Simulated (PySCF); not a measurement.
## Polarisability and C₆ of Nd⁵⁰⁺ (neodymium, charge +50)

[Ne], closed-shell 1S. All numbers are calculated (PySCF 2.14, the spin-free X2C one-electron Hamiltonian (Gaussian nucleus), in an even-tempered Gaussian basis (19 s from 27 bohr⁻², ratio 2.2; 13 p from 34 bohr⁻², ratio 2.2; 6 d from 140 bohr⁻², ratio 2.4; 5 f from 210 bohr⁻², ratio 2.4; 4 g from 320 bohr⁻², ratio 2.4)). Coupled (time-dependent) response in atomic units; α is the mean over directions.

```json
{"method": "UHF", "mean α (bohr³)": "8.778e-05", "C₆ (like pair)": "1.779e-06", "S(−4)": "9.850e-10"}
{"method": "PBE0", "mean α (bohr³)": "8.806e-05", "C₆ (like pair)": "1.786e-06", "S(−4)": "9.941e-10"}
```

S(−4) is the Cauchy moment in α(ω) = α(0) + S(−4) ω² + …

α(iu) at PBE0:

```json
{"u (hartree)": "0", "α(iu) (bohr³)": "8.806e-05"}
{"u (hartree)": "30.0", "α(iu) (bohr³)": "8.718e-05"}
{"u (hartree)": "60.0", "α(iu) (bohr³)": "8.464e-05"}
{"u (hartree)": "120", "α(iu) (bohr³)": "7.593e-05"}
{"u (hartree)": "180", "α(iu) (bohr³)": "6.503e-05"}
{"u (hartree)": "240", "α(iu) (bohr³)": "5.432e-05"}
{"u (hartree)": "300", "α(iu) (bohr³)": "4.495e-05"}
{"u (hartree)": "450", "α(iu) (bohr³)": "2.831e-05"}
{"u (hartree)": "600", "α(iu) (bohr³)": "1.877e-05"}
{"u (hartree)": "900", "α(iu) (bohr³)": "9.676e-06"}
{"u (hartree)": "1500", "α(iu) (bohr³)": "3.883e-06"}
```

A single London oscillator, α(iu) = α/(1 + u²/ω²), gives C₆ = (3/4) ω α². Matching the computed C₆ needs ω = 4 × 1.786e-06 / (3 × 8.806e-05²) = 307 hartree.

For an ion, C₆ is the dispersion term alone; charge-induced terms of lower order in 1/R come first.

Spin-orbit coupling, which splits the p, d and f shells strongly at this Z, is absent.
